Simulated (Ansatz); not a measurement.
Reaction (formal exchange of groups at the Si–S bond): `[SiH3]S[SiH2]S[SiH3]` + `BO[SiH2]N` → `BO[SiH](N)[SiH3]` + `[SiH3]S[SiH2]S`

Calculated with Ansatz (gas phase, PBE0-D4/def2-TZVP geometries, no zero-point term in ΔE). CCSD(T)/CBS is the MP2 limit (def2-TZVPP, def2-QZVPP) plus CCSD(T) − MP2 in def2-TZVPP, frozen cores. Functionals use def2-TZVPP. B3LYP here is the variant with VWN-RPA as its local correlation; programs differ in this. One conformer a species, not always the lowest.

Q: Is it downhill or uphill in electronic energy at CCSD(T)/CBS, and by how much? (An estimate is asked.)

A: Ansatz gave: Uphill: ΔE = +77.5 kJ/mol.

Q: What do these levels give: PBE-D4, r2SCAN-D4, PBE0-D4, B3LYP-D4, ωB97X-V, r2SCAN, PBE0, CCSD/def2-TZVPP, CCSD(T)/def2-TZVPP, HF/def2-QZVPP, SCS-MP2/def2-QZVPP, MP2/CBS(def2)? (An estimate is asked.)

A: Ansatz gave: PBE-D4 63.3, r2SCAN-D4 71.9, PBE0-D4 69.3, B3LYP-D4 73.8, ωB97X-V 72.8, r2SCAN 71.0, PBE0 65.9, CCSD/def2-TZVPP 73.7, CCSD(T)/def2-TZVPP 74.0, HF/def2-QZVPP 81.9, SCS-MP2/def2-QZVPP 86.0, MP2/CBS(def2) 90.3 kJ/mol.

Largest T1 diagnostic among the species: 0.013.

The D4 term adds +6.4 kJ/mol with B3LYP and +3.4 kJ/mol with PBE0; it sums over pairs of atoms, weighted by their polarisabilities, and B3LYP, whose exchange is more repulsive, gets the larger term. From PBE to PBE0 (25 % exact exchange), in def2-TZVPP and without D4, ΔE moves by +6.4 kJ/mol.
